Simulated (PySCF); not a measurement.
Vertical excitations of a molecule C₂H₃O₂, multiplicity 2 from TDA-PBE/def2-SVPD in PySCF, as energy in eV (oscillator strength): 2.00 (0.000), 3.54 (0.013), 5.13 (0.000), 5.84 (0.000), 6.18 (0.024), 6.19 (0.002), 6.24 (0.000), 6.36 (0.001), 6.60 (0.051), 6.72 (0.000). Geometry: ωB97X-D3(BJ)/def2-SVP. The values are those of a single conformer.

Q: Identify the compound among the candidates.
A) CO[C]=O
B) [CH2]C(=O)O
C) [CH2]OC=O
D) CC([O])=O

A: B, [CH2]C(=O)O
